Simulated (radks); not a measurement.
The osmium ion Os63+, configuration [Ne] 3s2 3p1. Method: scalar-relativistic Kohn-Sham, exchange-only LDA, spin-polarised, spherical densities, point nucleus; open shells are filled with parallel spins first (spin-orbit coupling, left out, can overturn this in heavy ions); computed with a radial shooting solver on a logarithmic mesh with Libxc functionals.

Unscreened Slater integrals over Kohn-Sham orbitals (cm^-1). They are taken over the spin-up orbitals.

F0(3p,3p): 1128600
F2(3p,3p): 562810
F0(3p,3s): 1115900
G1(3p,3s): 720870
F0(3p,2p): 1491300
F2(3p,2p): 390750
G0(3p,2p): 157020
G2(3p,2p): 174470
F0(3p,2s): 1451800
G1(3p,2s): 124210
F0(3s,3s): 1106700
F0(3s,2p): 1445600
G1(3s,2p): 154150
F0(3s,2s): 1419900
G0(3s,2s): 124590
F0(2p,2p): 3018600
F2(2p,2p): 1428000
F0(2p,2s): 2812900
G1(2p,2s): 1612800
F0(2s,2s): 2684600

Derived for the open shells (J is the average intra-shell exchange parameter used in DFT+U). 3p: J = F2/5 = 112600 cm^-1.
